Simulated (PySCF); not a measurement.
Isomers of C5H6F2O. Method used: PySCF 2.14.0, PBE0-D3(BJ)/def2-SVP geometry optimisation, gas phase. Energies are electronic, without zero-point or thermal terms, for one conformer each. No frequencies were run at this level. Point groups hold within 0.08 Å.

Problem. Rank from lowest to highest electronic energy at this level (kcal/mol).
A. `[F:1][CH2:2][C:3]1=[CH:4][CH2:5][O:6][C@H:7]1[F:8]` with F1–C2–C3–C4 3°
B. `[CH2:1]=[CH:2]/[CH:3]=[CH:4]\[O:5][CH:6]([F:7])[F:8]` with C1–C2–C3–C4 179°, C3–C4–O5–C6 165°, C4–O5–C6–F7 166°

Solution. A (0.0), B (8.2).

As drawn, the higher has two fluorines on one carbon, which the lower lacks.

```
         SMILES      E (Eh)  E rel (kcal/mol)  dipole (D)  point group       A, B, C (MHz)
FCC1=CCO[C@H]1F  -468.17969               0.0        1.39           C1    3477, 1575, 1173
 C=C/C=C\OC(F)F  -468.16667               8.2        2.17           C1  5493, 861.3, 817.5
```

Problem. How do the relative energies change in single points at PBE0/pcSseg-1 (no added dispersion term) on the same geometries?

Solution. 
| SMILES | PBE0-D3(BJ)/def2-SVP (kcal/mol) | PBE0/pcSseg-1 (kcal/mol) | shift |
| --- | --- | --- | --- |
| FCC1=CCO[C@H]1F | 0.0 | 0.0 | 0.0 |
| C=C/C=C\OC(F)F | 8.2 | 7.5 | -0.7 |

Each column counts from its own lowest isomer. The order is unchanged; the largest shift is 0.7 kcal/mol.
